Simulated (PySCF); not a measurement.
From one molecule to another.

First species: C7H12ClNSi.
InChI=1S/C7H12ClNSi/c1-4-6-10(8,9-3)7-5-2/h3-4,6H2,1-2H3/t10-/m1/s1

Second species: C2H9F3SSi3.
InChI=1S/C2H9F3SSi3/c3-2(4,5)1-6-8-9-7/h1,8-9H2,7H3

Levels: PBE0/pcSseg-1 for dipole moment, HOMO energy, LUMO energy and HOMO–LUMO gap; GFN2-xTB for rotational constant A and rotational constant C. Geometries: GFN2-xTB. Each structure is a single optimised conformer of the isolated species, non-relativistic unless stated. Electronic properties by PySCF.

Dipoles, sizes and rotational constants follow the conformer. The torsions of the flexible species, by atom-mapped SMILES:
- `[CH2:1]=[N:2][Si@@:3]([Cl:4])([C:5]#[C:6][CH3:7])[CH2:8][CH2:9][CH3:10]`: C1–N2–Si3–Cl4 -125°, N2–Si3–C8–C9 -47°, Si3–C8–C9–C10 -62°
- `[F:1][C:2]([F:3])([F:4])[CH2:5][S:6][SiH2:7][SiH2:8][SiH3:9]`: F1–C2–C5–S6 69°, C2–C5–S6–Si7 -78°, C5–S6–Si7–Si8 -156°, S6–Si7–Si8–Si9 51°

Values for the first species:

| Item | Value |
| --- | --- |
| Dipole moment | 3.84 D |
| HOMO energy | -7.10 eV |
| LUMO energy | -1.02 eV |
| HOMO–LUMO gap | 6.08 eV |
| Rotational constant A | 0.861 GHz |
| Rotational constant C | 0.566 GHz |

Q: Estimate the same properties for the second species, and the change in each.

A: 
```tsv
property	first	second	second less first
dipole moment	3.84 D	2.51 D	-1.33 D
HOMO energy	-7.10 eV	-7.28 eV	-0.18 eV
LUMO energy	-1.02 eV	-0.87 eV	+0.15 eV
HOMO–LUMO gap	6.08 eV	6.41 eV	+0.33 eV
rotational constant A	0.861 GHz	2.073 GHz	+1.212 GHz
rotational constant C	0.566 GHz	0.299 GHz	-0.267 GHz
```

On the first: A dipole of 3.84 D is allowed in C1, and pure rotational transitions are dipole-allowed. The dipole matches unit charges of opposite sign 0.80 Å apart (1 e·Å = 4.8032 D).

On the second: The dipole matches unit charges of opposite sign 0.52 Å apart (1 e·Å = 4.8032 D).
